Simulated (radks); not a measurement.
Results of a calculation; reference values are marked as such.
Er4+, 64 electrons, occupied as [Kr] 4d10 4f10 5s1.5 5p6 5f0.5 (fractional occupations, a model configuration). Level of theory: Dirac Kohn-Sham, LDA (Slater exchange, Perdew-Wang correlation), spin-unpolarised, spherical densities, finite nucleus; open shells are shared between the two j in proportion to 2j + 1; Fermi nuclear charge, rms radius 5.2516 fm (a radial shooting solver on a logarithmic mesh with Libxc functionals).

Normalised radial functions P(r) = r R(r) (large component), r in bohr:

r,5p3/2,4f5/2,4f7/2
0.002507,0.0045,0.0000,0.0000
0.002919,0.0060,0.0000,0.0000
0.003398,0.0079,0.0000,0.0000
0.003956,0.0104,0.0000,0.0000
0.004642,0.0139,0.0000,0.0000
0.005404,0.0182,0.0000,0.0000
0.006291,0.0237,0.0000,0.0000
0.007324,0.0306,0.0000,0.0000
0.008526,0.0394,0.0000,0.0000
0.009926,0.0504,0.0001,0.0000
0.01156,0.0639,0.0001,0.0001
0.01345,0.0802,0.0002,0.0001
0.01579,0.1005,0.0003,0.0002
0.01838,0.1229,0.0005,0.0004
0.02139,0.1477,0.0008,0.0007
0.02491,0.1740,0.0014,0.0013
0.029,0.2000,0.0024,0.0022
0.03376,0.2229,0.0040,0.0037
0.0393,0.2389,0.0067,0.0062
0.04575,0.2432,0.0110,0.0103
0.05368,0.2291,0.0184,0.0173
0.0625,0.1925,0.0295,0.0279
0.07276,0.1298,0.0465,0.0442
0.0847,0.0414,0.0718,0.0686
0.09861,-0.0668,0.1086,0.1042
0.1148,-0.1814,0.1604,0.1546
0.1336,-0.2814,0.2307,0.2233
0.1556,-0.3410,0.3224,0.3131
0.1826,-0.3328,0.4430,0.4318
0.2125,-0.2420,0.5783,0.5654
0.2474,-0.0747,0.7271,0.7129
0.288,0.1398,0.8778,0.8631
0.3353,0.3492,1.0148,1.0005
0.3904,0.4905,1.1206,1.1079
0.4545,0.5099,1.1804,1.1703
0.5291,0.3832,1.1858,1.1791
0.6209,0.1105,1.1331,1.1305
0.7228,-0.2251,1.0360,1.0372
0.8415,-0.5608,0.9058,0.9103
0.9796,-0.8259,0.7570,0.7641
1.14,-0.9713,0.6036,0.6123
1.328,-0.9811,0.4576,0.4667
1.546,-0.8731,0.3279,0.3365
1.799,-0.6894,0.2201,0.2276
2.111,-0.4714,0.1332,0.1390
2.458,-0.2873,0.0753,0.0793
2.862,-0.1517,0.0382,0.0407
3.331,-0.0683,0.0171,0.0184
3.878,-0.0256,0.0066,0.0072
4.515,-0.0078,0.0021,0.0024
5.256,-0.0018,0.0006,0.0006
6.119,-0.0003,0.0001,0.0001
7.181,0.0000,0.0000,0.0000
8.359,0.0000,0.0000,0.0000
9.732,0.0000,0.0000,0.0000
11.33,0.0000,0.0000,0.0000

5p3/2: eigenvalue -73.602 eV, 3 radial nodes at r = 0.0900, 0.261, 0.654 bohr, <r> = 1.39 bohr, 90 % of the charge inside 2.01 bohr. 4f5/2: eigenvalue -61.994 eV, 0 radial nodes, <r> = 0.717 bohr, 90 % of the charge inside 1.20 bohr. 4f7/2: eigenvalue -60.750 eV, 0 radial nodes, <r> = 0.726 bohr, 90 % of the charge inside 1.22 bohr.
